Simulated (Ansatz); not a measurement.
CH5FNOTa, SMILES `[CH3][Ta]([NH2])(=[O])[F]`. The species carries charge 0 and has multiplicity 1. Ta: def2 effective core potential. The structure was optimised at the PBE0-D4/def2-TZVP level. It is one conformer, not always the lowest.

```xyz
10

C     0.046   -1.522   -0.403
Ta   -0.569    0.545   -0.274
N     0.706    1.442    0.925
O    -2.070    0.508    0.555
F    -0.689    1.238   -2.029
H    -0.655   -2.069   -1.043
H     0.041   -2.002    0.578
H     1.049   -1.621   -0.832
H     0.491    1.776    1.853
H     1.648    1.706    0.670
```

Q: What is the dipole moment at PBE/def2-TZVPP? (Best estimate.)

A: Ansatz gave: 3.56 D, with components (3.46, 0.40, 0.73) D in this frame, pointing from negative to positive charge.

Q: And with r2SCAN, B3LYP, ωB97M-V? (Estimate.)

A: Ansatz gave: r2SCAN 3.66 D, B3LYP 3.72 D, ωB97M-V 3.74 D.

Q: Give the Mulliken charges with PBE, ωB97M-V, B3LYP in def2-TZVPP. (Best estimate.)

A: Computed: 
| atom | PBE | ωB97M-V | B3LYP |
| --- | --- | --- | --- |
| C1 | -0.44 | -0.55 | -0.46 |
| Ta2 | 0.81 | 1.01 | 1.01 |
| N3 | -0.40 | -0.39 | -0.43 |
| O4 | -0.35 | -0.40 | -0.41 |
| F5 | -0.30 | -0.34 | -0.35 |
| H6 | 0.11 | 0.13 | 0.11 |
| H7 | 0.12 | 0.14 | 0.11 |
| H8 | 0.10 | 0.12 | 0.10 |
| H9 | 0.18 | 0.15 | 0.17 |
| H10 | 0.16 | 0.13 | 0.15 |

B3LYP here is the variant with VWN-RPA as its local correlation; programs differ in this.
